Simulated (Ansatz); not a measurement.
Ca₂Te₃, relaxed as a singlet with RKS PBE-D4/def2-SVP in Ansatz, starting from the GFN2-xTB geometry. Force threshold 0.02 eV/Å.

In the def2 sets Te takes a core potential; there is no spin–orbit coupling. The structure comes from a short search, and lower isomers may exist.

Start:

```xyz
5

Ca   -0.759    1.182   -1.194
Ca    0.451   -1.744    0.498
Te    1.547    1.633    0.548
Te   -0.793   -1.529   -2.051
Te   -0.446    0.458    2.199
```

```tsv
step	energy (eV)	largest force component (eV/Å)	SCF passes
1	-58745.4474	0.370	18
2	-58745.6881	0.338	25
3	-58745.7898	0.406	25
4	-58745.8100	0.114	20
5	-58745.8116	0.053	20
6	-58745.8121	0.008	22
```

Force components are those of the run's own axes.

End:

```xyz
5

Ca   -0.920    1.108   -0.970
Ca    0.689   -1.546    0.386
Te    1.701    1.340    0.605
Te   -0.815   -1.553   -2.072
Te   -0.655    0.651    2.050
```

By distances, no bond broke or formed. The bond that changes most is Ca2–Te3, from 3.55 to 3.07 Å (atoms count from 1).

No frequencies were taken in this run, so the end may be a saddle point.

Run time 28 s (4 threads of Intel Xeon on a shared host).
